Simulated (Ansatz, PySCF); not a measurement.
Complex: GeH4O2 (SMILES [OH][GeH2][OH]) (first 7 atoms) with CH4 (SMILES C); geometry from B3LYP-D3(BJ)/def2-TZVP, rigid monomers moved along the line of their centres of mass till H7···C8 is 2.96 Å.
(charge 0, multiplicity 1):
```xyz
12

O      1.00359    -0.95433    -0.00969
Ge    -0.47691     0.02249    -0.24237
O     -0.30373     1.59505     0.58344
H      1.78806    -0.53920    -0.38304
H     -0.67766     0.40253    -1.71475
H     -1.57731    -0.84070     0.38618
H     -0.19936     1.50039     1.53633
C      0.44617    -0.14251     3.91775
H      0.61842    -0.68383     4.84669
H      0.91555     0.83920     3.99003
H      0.87871    -0.69637     3.08579
H     -0.62866    -0.03094     3.77088
```

Monomers are frozen at their geometry in the pair; levels with a basis set take the counterpoise correction. Rows marked so take none.

Rows in 6-31G* carry no dispersion term and start afresh at each structure (6-31G* with six Cartesian d functions); the Pople sets are all-electron and without relativity. MP2/6-31G* freezes PySCF's default core, which leaves 3d correlated.

Programs: Ansatz (Gaussian basis) for Hartree–Fock, density functionals and correlated methods; PySCF for 6-31G* rows. Values without a source in brackets are computed.

Question: What is the computed interaction energy (wB97X-V/def2-TZVPPD)?

Answer: -1.5 kcal/mol

Ansatz is an electronic-structure program.
